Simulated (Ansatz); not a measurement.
Species: InO2, net charge 0, doublet state. It need not be the lowest isomer of its formula. SMILES: [O][In][O]
Coordinates optimised at B3LYP-D3(BJ)/def2-TZVP (Ansatz, a first-principles code):
```xyz
3

In     0.0000     0.0000     0.0000
O      0.0000     0.0000    -1.8777
O      0.0000     0.0000     1.8777
```
Charge 0, spin multiplicity 2.

Property: atomisation energy (electronic, to ground-state atoms), in kcal/mol. Valence correlation only, unless marked. UHF or UKS for open shells. No spin-orbit coupling. Frozen are the shells of the preceding noble gas and the d and f shells that filled before the atom's block. Past Kr the def2 sets carry scalar-relativistic core potentials. STO-3G rows are all-electron and non-relativistic. The coupled-cluster limit lacks core correlation, which all-electron functionals hold. Basis-set limits of correlation are two-point, X^-3; Hartree-Fock from the larger set. [CCSD(T)-MP2]/basis is that difference in the basis named. The program attaches cautions to a run behind CAM-B3LYP/def2-TZVPD: asymmetric forces.

| level | program | atomisation energy (kcal/mol) | minus last row |
|---|---|---|---|
| HF/def2-TZVPP | Ansatz | 23.8 | -114.2 |
| PBE0/STO-3G | Ansatz | 201.3 | 63.3 |
| PBE0-D4/def2-TZVPD | Ansatz + dftd4 | 135.8 | -2.2 |
| PBE0/def2-TZVPD | Ansatz | 134.8 | -3.2 |
| HSE06-D4/def2-TZVPD | Ansatz + dftd4 | 136.7 | -1.3 |
| CAM-B3LYP/def2-TZVPD | Ansatz | 133.4 | -4.6 |
| B2GP-PLYP/def2-TZVPD | Ansatz | 133.7 | -4.3 |
| RPA@PBE/def2-QZVPP | Ansatz | 134.5 | -3.5 |
| MP2/STO-3G | Ansatz | 95.9 | -42.1 |
| MP2/def2-TZVPPD | Ansatz | 131.7 | -6.3 |
| MP2/def2-QZVPP | Ansatz | 136.7 | -1.3 |
| SCS-MP2/def2-TZVPPD | Ansatz | 123.5 | -14.5 |
| CCSD(T)/def2-QZVPP | Ansatz | 134.2 | -3.8 |
| RI-MP2/CBS(def2-TZVPP,def2-QZVPP)+[CCSD(T)-MP2]/def2-QZVPP | Ansatz | 138.4 | 0.4 |
| CCSD(T)/CBS(def2-TZVPP,def2-QZVPP) | Ansatz | 138.0 | 0.0 |

The UHF reference is spin-contaminated (<S^2> 0.28 over the pure value in the largest basis). The T1 diagnostic of CCSD in the largest basis is 0.069, which is high, so the coupled-cluster rows are less sure than usual.
